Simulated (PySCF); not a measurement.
**TPSS on Cr (chromium, neutral)**

Configuration: [Ar] 3d5 4p1, high-spin 7P determinant (an excited configuration). Computed with PySCF 2.14 in x2c-QZVPPall with one added diffuse shell each of s, p, d, f, g type (12s8p6d4f3g, 121 functions), with the spin-free X2C one-electron Hamiltonian (Gaussian nucleus).

| Quantity | Value |
| --- | --- |
| Total energy | -1050.717 hartree |
| One-electron energy | -1445.654 hartree |
| Hartree (Coulomb) energy | 444.173 hartree |
| Exchange-correlation energy | -49.235 hartree |
| ⟨S²⟩ | 12.0001 |
| ⟨L²⟩ | 2.075 |
| Sum of ⟨r⟩ | 21.71 bohr |
| Sum of ⟨r²⟩ | 49.22 bohr² |
| Traceless quadrupole moment −½Σ⟨3z² − r²⟩ along its main axis | -10.4 e·bohr² |
| Langevin diamagnetic susceptibility | -39.0 ×10⁻⁶ cm³/mol |
| Time after the integrals | roughly 8 core-seconds |

```csv
shell,electrons,mean orbital energy (eV),spread (eV),"rms radius, mean of both spins (bohr)"
1s β,1,-5889.4,0,0.0734
1s α,1,-5889.4,0,0.0734
2s α,1,-669.98,0,0.318
2s β,1,-668.46,0,0.318
2p α,3,-561.77,0.054,0.288
2p β,3,-560.54,0.058,0.288
3s α,1,-77.076,0,0.971
3s β,1,-72.503,0,0.971
3p α,3,-48.101,0.093,1.05
3p β,3,-43.474,0.156,1.05
3d α,5,-4.971,0.129,1.68
4p α,1,-2.027,0,5.08
```

Densities and radii are taken from the X2C orbitals without a picture-change correction, which distorts them close to the nucleus.
